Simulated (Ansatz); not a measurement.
Ansatz (an electronic-structure program) input (B2GP-PLYP/def2-TZVPD):

Ansatz 0.2 input:
```yaml
crystal:
  periodic: [false, false, false]
  atoms:
    - {symbol: C, position_ang: [-0.52259556, 1.41380818, -0.54710335]}
    - {symbol: C, position_ang: [-0.47628879, -0.00863254, -0.10906475]}
    - {symbol: C, position_ang: [-1.76113446, -0.73758789, 0.07712034]}
    - {symbol: C, position_ang: [0.73653517, -0.51459163, 0.60259510]}
    - {symbol: N, position_ang: [1.98103512, -0.12297846, -0.06787998]}
    - {symbol: H, position_ang: [0.47082954, 1.78409374, -0.79625337]}
    - {symbol: H, position_ang: [-0.92322001, 2.06075267, 0.25152764]}
    - {symbol: H, position_ang: [-1.18221459, 1.54698921, -1.40901904]}
    - {symbol: H, position_ang: [-1.61418387, -1.81869408, 0.13333524]}
    - {symbol: H, position_ang: [-2.46315045, -0.52641688, -0.73370246]}
    - {symbol: H, position_ang: [-2.26847651, -0.43754736, 1.00949665]}
    - {symbol: H, position_ang: [0.63649361, -1.60091063, 0.74420106]}
    - {symbol: H, position_ang: [0.77768246, -0.08277357, 1.61760298]}
    - {symbol: H, position_ang: [2.05416823, -0.58675710, -0.96638075]}
    - {symbol: H, position_ang: [2.78572766, -0.39586353, 0.48306804]}
basis:
  gaussian:
    orbitals: def2-TZVPD
hamiltonian:
  xc: {name: B2GP-PLYP}
magnetization: {spin_polarized: true, initial_magnetization: 1}
correlation: {electrons: outside_noble_gas}
```

Output:

```
Functional definition: B2GP-PLYP
integrals: 0.73 GiB planned
1943 factors; integrals over basis functions are off by at most 9.4e-4 eV
0.42 GiB of the device are held for the grids
1.39 GiB of device memory are held for the factors and their scratch space
mean field: 2.56 GiB planned
mean field evaluation 1: about -5778.4309 eV, gradient 3.9e1 eV
mean field evaluation 2: about -5778.4612 eV, gradient 3.9e1 eV
mean field evaluation 4: about -5785.3351 eV, gradient 3.3e0 eV
mean field evaluation 8: about -5785.4054 eV, gradient 3.3e-1 eV
mean field evaluation 16: about -5785.4069 eV, gradient 1.3e-3 eV
mean field -5785.40692556 eV, -212.6097830246 hartree, gradient 9.5e-6 eV, S^2 0.758531; 0 other end points of the search recorded, 0 dependent functions left out
5 core orbitals not correlated
reference -5785.40707374 eV, -212.6097884703 hartree; 16, 15 occupied and 254, 255 virtual orbitals, 1943 factors
second order -27.12517317 eV of doubles, -0.00000000 eV of singles
Total energy: -5795.17213608 eV, -212.9686478923 hartree
```

It need not be the lowest isomer of its formula.
